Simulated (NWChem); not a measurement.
## Ionisation of HClSi

```xyz
3

Si    -0.7507    -0.8137     0.0000
H      0.3276    -1.9106     0.0000
Cl     0.5989     0.7825     0.0000
```
Charge 0, spin multiplicity 1.

All runs are NWChem calculations. The geometry was optimised at PBE0/def2-SVP, a minimum by its harmonic frequencies.

Basis set: def2-TZVP. The species with one electron less has spin multiplicity 2 and keeps the geometry of the parent. Δ marks differences of total energies (open shells unrestricted). −ε marks an orbital energy of the parent. That orbital need not have the symmetry of the hole or added electron in the Δ rows.

The correlated methods keep 10 core orbitals frozen. B3LYP has NWChem's definition, with VWN1-RPA local correlation. The structure started from a generated list of species. The stability of the SCF solutions was not checked.

Problem. Order these methods by the first vertical ionisation energy they give, lowest first: −ε(HOMO) of B3LYP, ΔB2PLYP, −ε(HOMO) of LC-wPBE (omega 0.3 per bohr), −ε(HOMO) of BHandHLYP.

Solution. −ε(HOMO) of B3LYP (6.83 eV), −ε(HOMO) of BHandHLYP (8.01 eV), −ε(HOMO) of LC-wPBE (omega 0.3 per bohr) (9.16 eV), ΔB2PLYP (9.34 eV)
